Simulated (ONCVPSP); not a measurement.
**An all-electron radial function and its pseudo partner (manganese)**

Columns: radius, all-electron u(r) and pseudo u(r) of the 3s shell (level -89.80 eV) of manganese in the configuration [Ne] 3s2 3p6 3d5 4s1.5; PBE, scalar-relativistic, ONCV scheme, ONCVPSP 4.0.1.

| r (bohr) | all-electron | pseudo |
| --- | --- | --- |
| 0.080 | -0.0052 | 0.1313 |
| 0.160 | -0.5926 | 0.2703 |
| 0.240 | -0.5453 | 0.4211 |
| 0.320 | -0.1386 | 0.5815 |
| 0.400 | 0.3354 | 0.7428 |
| 0.480 | 0.7317 | 0.8919 |
| 0.560 | 1.0044 | 1.0144 |
| 0.640 | 1.1559 | 1.0988 |
| 0.720 | 1.2094 | 1.1386 |
| 0.800 | 1.1922 | 1.1339 |
| 0.880 | 1.1288 | 1.0904 |
| 0.960 | 1.0387 | 1.0175 |
| 1.040 | 0.9358 | 0.9260 |
| 1.120 | 0.8297 | 0.8261 |
| 1.200 | 0.7266 | 0.7256 |
| 1.280 | 0.6301 | 0.6299 |
| 1.360 | 0.5421 | 0.5420 |
| 1.440 | 0.4635 | 0.4634 |
| 1.520 | 0.3942 | 0.3941 |
| 1.600 | 0.3338 | 0.3337 |
| 1.680 | 0.2816 | 0.2815 |
| 1.760 | 0.2368 | 0.2367 |
| 1.840 | 0.1986 | 0.1986 |
| 1.920 | 0.1662 | 0.1662 |
| 2.000 | 0.1388 | 0.1388 |
| 2.080 | 0.1157 | 0.1157 |

Q: How many radial nodes do the two functions have?

A: The all-electron 3s function has n − l − 1 = 2 (the table is too coarse to show those close to the nucleus); the pseudo-wave has 0, since the states of the same l below it are removed with the core.

Q: At about which radius was the pseudo-wave matched?

A: 1.40 bohr. The columns agree to 0.0005 from 1.28 bohr on; several derivatives are matched, so the curves merge somewhat inside the radius.

Q: Is the pseudo-wave norm-conserving?

A: Yes: the ONCV scheme keeps the norm inside the radius equal to the all-electron one, which fixes the energy derivative of the logarithmic derivative at the level.
